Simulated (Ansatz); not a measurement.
`C[O][GeH]([CH3])[SH]` + SiH₄ → `[CH3][GeH]([SiH3])[SH]` + CH₃OH  (formal exchange of groups at a Ge–O bond)

Program: Ansatz. Geometries: PBE0-D4/def2-TZVP. ΔE: electronic, gas phase. CCSD(T)/CBS adds triple-zeta CCSD(T) − MP2 to the extrapolated MP2 energy (def2 sets, frozen cores). This one scheme is used for every species. For Ge outer-core shells are correlated without core-valence functions, which leaves a few kJ/mol of doubt a bond. Scalar relativity is left out up to krypton. Each species was taken in one conformer, which may not be the lowest.

```tsv
species	SCS-MP2/def2-TZVPP energy (Eh)
`C[O][GeH]([CH3])[SH]`	-2629.29560
SiH₄	-291.41820
`[CH3][GeH]([SiH3])[SH]`	-2805.17683
CH₃OH	-115.52242
```

(1) Work out ΔE.

Largest T1 diagnostic among the species: 0.011.

## Answers

(1) ΔE = (-2805.17683) + (-115.52242) − (-2629.29560) − (-291.41820) = 0.01455 Eh = +38.2 kJ/mol. CCSD(T)/CBS gives +25.6 kJ/mol.

In def2-TZVPP, CCSD(T) changes the Hartree–Fock value by −9.2 kJ/mol (the triples alone add +0.4 kJ/mol) and MP2 by −5.9 kJ/mol.
